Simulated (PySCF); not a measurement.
# Argon: a sound run and one with changed settings

Sound run: Ar²⁺ [Ne] 3s2 3p4, Ar³⁺ [Ne] 3s2 3p3. Computed with PySCF 2.14 in def2-SVP (4s3p1d, 18 functions), with no relativity, point nucleus. In the sound run the correlated levels freeze [Ne]. The sound run starts from symmetry-adapted Hartree-Fock orbitals and uses a fine grid where one is needed.

A second run was set up differently.

```
species   method  sound run (hartree)  changed run (hartree)  converged
   Ar²⁺      MP2           -525.19659             -525.20417        yes
   Ar²⁺  CCSD(T)           -525.21638             -525.22348        yes
   Ar³⁺      MP2           -523.72891             -523.73640        yes
   Ar³⁺  CCSD(T)           -523.74838             -523.75550        yes
```

Ionisation energy of Ar²⁺:

```tsv
method	sound run (eV)	changed run (eV)
UHF	39.439	39.439
MP2	39.938	39.940
SCS-MP2	39.958	39.961
CCSD	39.940	39.939
CCSD(T)	39.947	39.946
```

(1) What was changed?
A. too few SCF iterations
B. level shift left on
C. all electrons correlated in a valence basis
D. a valence shell is frozen

Answers

(1) C. A valence basis has no tight correlating functions, so it recovers only part of the core correlation, and not evenly between atom and ion.
